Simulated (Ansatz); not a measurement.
Cost and result for the atomization energy of CH₅BFNSi, SMILES `FCB1N[SiH2]1` (10 atoms, 10 bonds).

```xyz
10

F    -0.951    1.320    2.063
C     0.211    1.038    1.359
B    -0.017    0.096    0.135
N     0.776   -0.464   -0.849
Si   -0.849   -1.036   -1.180
H     0.645    1.991    1.031
H     0.926    0.587    2.059
H     1.747   -0.466   -1.119
H    -1.047   -2.501   -1.041
H    -1.440   -0.565   -2.459
```

The species carries charge 0 and has multiplicity 1. All single points use the PBE0-D4/def2-TZVP geometry. It is one conformer, not always the lowest. Program: Ansatz. All runs use 4 threads of an Arm Neoverse V1 on a shared host. Times are those of one run each, without the atoms' runs, and a repeat can differ threefold. Electronic energies, without spin–orbit coupling; frozen cores. CCSD(T)/CBS adds CCSD(T) − MP2 in def2-TZVPP to the MP2 limit, and its time is that of the two runs behind it. T1 = 0.013. B3LYP takes the VWN-RPA correlation (the form of Gaussian; ORCA's B3LYP/G).

CCSD(T)/CBS is a level of theory with its own doubt, some kJ/mol a heavy atom from the limit and from the frozen cores, so smaller differences don't rank the functionals.

| level | functions | wall time |
| --- | --- | --- |
| PBE-D4/def2-TZVPP (with forces) | 236 | 2.2 s |
| PBE0-D4/def2-TZVPP | 236 | 2.3 s |
| B3LYP-D4/def2-TZVPP (with forces) | 236 | 3.5 s |
| r2SCAN-D4/def2-TZVPP (with forces) | 236 | 4.1 s |
| B2PLYP/def2-TZVPP | 236 | 4.3 s |
| ωB97X-V/def2-TZVPP | 236 | 6.5 s |
| ωB97M-V/def2-TZVPP (with forces) | 236 | 9 s |
| MP2/def2-QZVPP | 448 | 16 s |
| CCSD(T)/def2-TZVPP | 236 | 98 s |
| CCSD(T)/CBS(def2) | – | 110 s |

What atomization energy does each give, and how far from CCSD(T)/CBS? (Best estimate.)

Ansatz gave: 
```tsv
level	atomization (kJ/mol)	difference from CCSD(T)/CBS	per bond
PBE-D4/def2-TZVPP (with forces)	3732.2	109.0	10.9
PBE0-D4/def2-TZVPP	3653.5	30.3	3.0
B3LYP-D4/def2-TZVPP (with forces)	3646.5	23.3	2.3
r2SCAN-D4/def2-TZVPP (with forces)	3652.3	29.1	2.9
B2PLYP/def2-TZVPP	3602.4	-20.8	-2.1
ωB97X-V/def2-TZVPP	3659.1	35.9	3.6
ωB97M-V/def2-TZVPP (with forces)	3658.2	35.0	3.5
MP2/def2-QZVPP	3654.2	31.0	3.1
CCSD(T)/def2-TZVPP	3519.4	-103.8	-10.4
CCSD(T)/CBS(def2)	3623.2	0.0	0.0
```

From PBE to PBE0 (25 % exact exchange), in def2-TZVPP and without D4, the atomization energy moves by −75.9 kJ/mol: exact exchange takes away binding that semilocal exchange gives to molecules. The D4 term adds +28.7 kJ/mol with B3LYP and +15.0 kJ/mol with PBE0; it sums over pairs of atoms, weighted by their polarisabilities, and B3LYP, whose exchange is more repulsive, gets the larger term. In def2-TZVPP, CCSD(T) changes the Hartree–Fock value by +921.4 kJ/mol (the triples alone add +59.4 kJ/mol) and MP2 by +994.3 kJ/mol; breaking electron pairs costs correlation energy, which Hartree–Fock lacks.
